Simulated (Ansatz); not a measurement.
In4Sn was relaxed with r2SCAN-D4 (def2-SVP) in Ansatz in these states: neutral quintet, neutral singlet, neutral triplet. The geometries follow in no particular order.

In the def2 sets In, Sn take a core potential; there is no spin–orbit coupling.

A:

```xyz
5

In    0.100   -1.083    2.783
In    0.420   -0.316   -2.393
In    2.032    0.990   -0.358
In   -2.052   -0.574   -0.885
Sn   -0.499    0.983    0.853
```

B:

Cartesian coordinates in Å:
```
In -1.754 -1.246 2.393
In 0.440 1.496 -1.504
In -1.747 1.159 0.548
In 2.648 -0.568 -1.738
Sn 0.413 -0.841 0.301
```

C:

```xyz
5

In   -0.5898    1.1676    2.2224
In    1.6750    0.1525   -0.6350
In   -0.5872    2.1787   -0.6249
In    0.7528   -2.6048   -1.2363
Sn   -1.2508   -0.8941    0.2736
```

Task: Judge from the bond lengths which geometry belongs to which state (an estimate).

Result: A is the neutral singlet (In3–Sn5 2.805 Å, In4–Sn5 2.804 Å, In1–Sn5 2.889 Å); B is the neutral triplet (In3–Sn5 2.954 Å, In4–Sn5 3.038 Å, In1–Sn5 3.039 Å); C is the neutral quintet (In3–Sn5 3.269 Å, In4–Sn5 3.037 Å, In1–Sn5 2.913 Å).

At PBE0-D4/def2-TZVP a singlet lies 0.44 eV below the neutral triplet. At PBE0-D4/def2-TZVP a singlet lies 0.97 eV below the neutral quintet. These are the stationary points nearest to one start from a short search; other shapes may lie lower in each state.
